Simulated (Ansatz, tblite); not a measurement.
Cost and result up the ladder for (H2In-mu-AsH2)2 (In2As2H8) (12 atoms). Total charge 0; singlet. Geometry: PBE0-D4/def2-SVP.

```xyz
12

In   -0.3440   -1.5651   -1.3431
H     0.6806   -2.9357   -1.1468
H    -1.6094   -1.2868   -2.4781
As    1.1591    0.7043   -1.1183
In    0.3395    1.5683    1.3405
H    -0.6884    2.9356    1.1388
H     1.6039    1.2965    2.4782
As   -1.1574   -0.7056    1.1194
H     0.9796    1.7012   -2.2376
H     2.6479    0.4950   -1.2533
H    -0.9651   -1.7033    2.2358
H    -2.6464   -0.5044    1.2645
```

Ansatz on 2 threads of AMD EPYC 7R13 on a shared host; xTB runs through tblite on one thread. Times are rough, summed over both states, and most runs start from the orbitals of an earlier one. PBE0-D4/def2-TZVP serves as the yardstick here, not as an exact answer. The other state is a triplet.

In the def2 sets In takes a core potential; there is no spin–orbit coupling. The xTB rows come from tblite.

xTB has no spin-polarisation term.

```tsv
level	functions	wall time	vertical triplet (eV)	difference from PBE0-D4/def2-TZVP (eV)
GFN1-xTB	52	0.019 s	4.29	-0.41
GFN2-xTB	44	0.019 s	4.39	-0.31
PBE-D4/def2-TZVP	244	18 s	4.23	-0.47
r2SCAN-D4/def2-TZVP	244	46 s	4.52	-0.19
PBE0-D4/def2-TZVP (with forces)	244	97 s	4.70	0.00
```
